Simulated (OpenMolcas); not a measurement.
## V2+: Racah parameters, the spin-orbit constant, worked from levels

| Property | Result |
| --- | --- |
| Program | OpenMolcas 26.06 |
| Basis | ANO-RCC-VTZP [6s5p3d2f1g] |
| Scalar Hamiltonian | DKH2, point nucleus |
| Active space | 9 electrons in 8 orbitals (RAS1 3p, at most 2 holes; RAS2 3d) |
| State averaging | 2S+1 = 4 even, 10 roots; 2S+1 = 2 even, 40 roots |
| Spin-orbit coupling | state interaction with AMFI integrals over the reference wave functions, term energies averaged over their components |

Methods: RASSCF; MS-RASPT2, IPEA 0.25 Eh, imaginary shift 0.1 Eh (closed shells correlated: 3s). Measured levels: Sugar and Corliss, J. Phys. Chem. Ref. Data 7, 1191 (1978).

**Racah parameters.** Above 4F, d3 has 4P at 15B, 2G at 4B + 3C and 2H at 9B + 3C. The first two fix B and C, and the third tests them; where it misses by thousands of cm-1, two parameters do not describe the configuration (Trees and configuration-interaction terms are left out) and B and C hang on the terms chosen. Term energies are centres of gravity, weighted by 2J + 1.

| Source | 4P | 2G | B | C | C/B | 2H from B, C | 2H found |
| --- | --- | --- | --- | --- | --- | --- | --- |
| RASSCF | 13753 | 14926 | 917 | 3753 | 4.09 | 19512 | 20986 |
| MS-RASPT2 | 11872 | 11967 | 791 | 2934 | 3.71 | 15921 | 16929 |
| measured | 11330 | 11752 | 755 | 2910 | 3.85 | 15525 | 16565 |

Energies in cm-1. From RASSCF to MS-RASPT2, B changes by -13.7 % and C by -21.8 %. Against the measured terms, MS-RASPT2 has B off by +4.8 % and C by +0.8 %.

**The spin-orbit constant.** For the Hund term 4F of d3, E(J) = (A/2) J(J+1) + constant and ζ = 2S·A = 3A. From J = 3/2 to J = 9/2 the energy changes by 10.5 A.

```csv
Source,E(9/2) - E(3/2),A,ζ
RASSCF,671.1,63.9,192
MS-RASPT2,670.8,63.9,192
measured,583.8,55.6,167
```

All in cm-1. MS-RASPT2 is off by +14.9 % and RASSCF by +15.0 %. Both methods take the spin-orbit matrix elements from the reference wave functions, so the second can move ζ only through the term energies and any multistate remixing. Second-order mixing with other terms is absorbed into this ζ.

Term energies are means over components that CASPT2 splits; among the terms shown or strongly mixed into the levels shown the widest spread is 1400 cm-1 (3d3 4F, MS-RASPT2). Active for correlation alone: 3p; no level in the range computed is led by a configuration that opens it, so any true level of that kind is missing. Without dynamic correlation excited terms often stand tens of per cent too high (terms of higher spin than the ground term too low), and those without a measured partner can miss by more than the paired ones (holds for RASSCF). The CASPT2 spread within a term exceeds the gap to the next term for 3d3 4P and 3d3 2G, so the order of their levels is uncertain (holds for MS-RASPT2). Computed and measured levels are paired by configuration, term and J; levels that our copy of the source lacks, or whose pairing is in doubt (as where it misses far off the trend of its configuration), stay unpaired and out of the deviations. Only configurations of the active space appear.
